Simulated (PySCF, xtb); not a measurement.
CClF, SMILES F[C]Cl (connectivity only; charge and spin as stated), neutral, multiplicity 1. Atoms are numbered in the order given.

```xyz
3

F      0.2907    -1.4672     0.0000
C     -0.6754    -0.5973     0.0000
Cl     0.0845     0.9876     0.0000
```
Charge 0, spin multiplicity 1.

Geometry: r2SCAN-D4/def2-TZVP. The isomer is the one that the SMILES or the coordinates give; other isomers of the formula were not compared.

Calculation: C-PCM-B3LYP/def2-SVP in PySCF.

The values are the electrostatic part of the solvation free energy, E(continuum) − E(gas) at the gas-phase geometry, in a cavity of scaled van der Waals radii (PySCF's table); cavitation and dispersion terms are not included. In vacuum the orbital gap is 4.63 eV. The dipole moment in vacuum is 0.94 D.

```
solvent           ε  ΔG(elec) (kcal/mol)  dipole (D)  gap (eV)
------------  -----  -------------------  ----------  --------
water         78.36                 -1.4        1.10      4.73
diethylether   4.24                 -1.1        1.06      4.71
toluene        2.37                 -0.8        1.03      4.69
```

For comparison, GFN2-xTB/ALPB(water) (xtb, at the GFN2-xTB geometry, all terms of that model) gives 0.7 kcal/mol.
